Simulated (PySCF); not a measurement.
Species: C₆H₆F₂N (doublet state).
Geometry (GFN2-xTB, Å), atoms numbered from 1 in this order:
```xyz
15
C6H6F2N angstrom
N     -2.356    0.030    0.509
C     -1.011    0.028    0.226
C     -0.200    1.087    0.702
F     -0.770    2.024    1.495
C      1.166    1.172    0.429
C      1.773    0.240   -0.349
C      1.009   -0.889   -0.941
F      1.626   -2.111   -0.582
C     -0.424   -0.927   -0.559
H     -2.648    0.596    1.289
H     -2.842   -0.845    0.403
H      1.724    1.990    0.858
H      2.832    0.269   -0.544
H      1.116   -0.888   -2.044
H     -0.999   -1.768   -0.914
```

The hyperfine couplings belong to this conformer and change with its torsions.

As a line formula: `NC1=C(F)C=C[C@@H](F)[CH]1` [radical].

Theory: PySCF 2.14.0, UKS B3LYP, pcH-1 on C F H N, non-relativistic, mean-field spin-orbit, GIAO. Isolated species at its GFN2-xTB geometry, gas phase. A GFN2-xTB geometry isn't a minimum of the functional, and hyperfine couplings can be far from their values at a DFT geometry. No stability test was run, so a lower SCF solution isn't excluded. ⟨S²⟩ is 0.784 where a pure state has 0.75.

Principal values of hyperfine tensors in MHz (contact and dipolar terms together), for some of the nuclei:

```csv
atom,isotope,A1,A2,A3
F8,19F,237.68,244.46,496.89
H14,1H,113.15,114.08,118.52
F4,19F,-71.22,-45.17,373.00
C3,13C,8.89,9.41,149.74
C6,13C,3.59,5.87,109.27
C5,13C,-61.30,-26.84,-23.65
C9,13C,2.81,4.94,89.86
C2,13C,-51.64,-23.73,-22.11
```

**Question.** Give the isotropic coupling of each nucleus in MHz and in mT (g = 2.0026), and the anisotropic part.

**Answer.** a_iso is a third of the trace, T = A − a_iso, and a(mT) = a(MHz)/(g × 13.996).

```
atom  a_iso (MHz)  a_iso (mT)       T1       T2      T3
  F8       326.34      11.643   -88.66   -81.88  170.54
 H14       115.25       4.112    -2.10    -1.17    3.27
  F4        85.54       3.052  -156.75  -130.71  287.46
  C3        56.02       1.998   -47.13   -46.60   93.73
  C6        39.58       1.412   -35.99   -33.71   69.69
  C5       -37.26      -1.329   -24.03    10.42   13.61
  C9        32.54       1.161   -29.73   -27.60   57.33
  C2       -32.49      -1.159   -19.15     8.77   10.38
```

**Question.** What spin density at the nucleus of C3 lies behind its contact coupling (g_N = 1.40482)?

**Answer.** a_FC = 800.24 MHz bohr³ × g_N × ρ(0)/(2S). With a_FC = 56.02 MHz and 2S = 1, ρ(0) = 0.04983 bohr⁻³.

**Question.** H13 (1H, g_N = 5.58569) isn't in the table. Its spin density at the nucleus is -0.006562 bohr⁻³. What is its contact coupling?

**Answer.** By the same relation, a_FC = -29.3 MHz. Its full tensor has the principal values -46.35, -30.63, -11.01 MHz.

**Question.** Which nucleus of the table has the largest anisotropic coupling, and what is its form?

**Answer.** F4: -156.8, -130.7, 287.5 MHz, rhombic: the two smaller values differ by 9 % of the largest.

**Question.** In a single crystal, with the field along each principal axis of the tensor of F8 in turn, what first-order splitting does this nucleus give (isotropic g, quadrupole terms neglected)?

**Answer.** 2 lines (I = 1/2), spaced by |A_i|/(g × 13.996): 8.48, 8.72, 17.73 mT along the axes of A1, A2 and A3.

The SMILES draws the unpaired electron on C9; the largest computed Mulliken spin population is on C3 (0.50 against 0.38).
